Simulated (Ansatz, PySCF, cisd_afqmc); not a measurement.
Species: PbBr2, charge 0, singlet. PbBr2 (SMILES [Br][Pb][Br]).
B3LYP-D3(BJ)/def2-TZVP minimum from Ansatz (a program for electronic structure):
```xyz
3

Pb    -0.0040    -0.0060     0.7755
Br     1.1391    -1.6707    -0.9155
Br    -1.1297     1.6847    -0.9014
```

Atomisation energy term by term, kcal/mol (programs: Ansatz, cisd_afqmc). Open shells are spin-unrestricted; no spin-orbit coupling. Cores are frozen in correlated methods (noble-gas shells, and filled d and f shells in the p block). Past Kr the def2 sets carry scalar-relativistic core potentials. AFQMC is phaseless with a CISD trial state; ± is one standard error, without the phaseless bias. Outlying blocks are dropped, and bars are widened where a walk drifts. Over all cases where full CI ran beside it in this data, AFQMC minus full CI had a median of +0.1 mEh and passed +0.4 mEh in a tenth of the cases. CBS(X,Y): correlation extrapolated as X^-3, Hartree-Fock from the larger set. A bracket is a step between two methods taken in the basis named. Spin-orbit terms, left out, reach several kcal/mol for Br and I, and more for heavier atoms.

```tsv
term	basis	kcal/mol
Hartree-Fock	def2-QZVPP	104.62
CCSD correlation	CBS(def2-TZVPP,def2-QZVPP)	49.44
(T)	CBS(def2-TZVPP,def2-QZVPP)	6.20
CCSDT(Q) - CCSD(T)	def2-TZVPP	0.28
minus zero-point energy	harmonic, PySCF's Hessian at B3LYP-D3(BJ)/def2-TZVP	-0.67
sum: D0		159.9
```

The step beyond CCSD(T) by other levels: AFQMC/CISD in def2-SVP 0.97 ± 0.33; CCSDT(Q) in def2-SVP 0.56 kcal/mol.
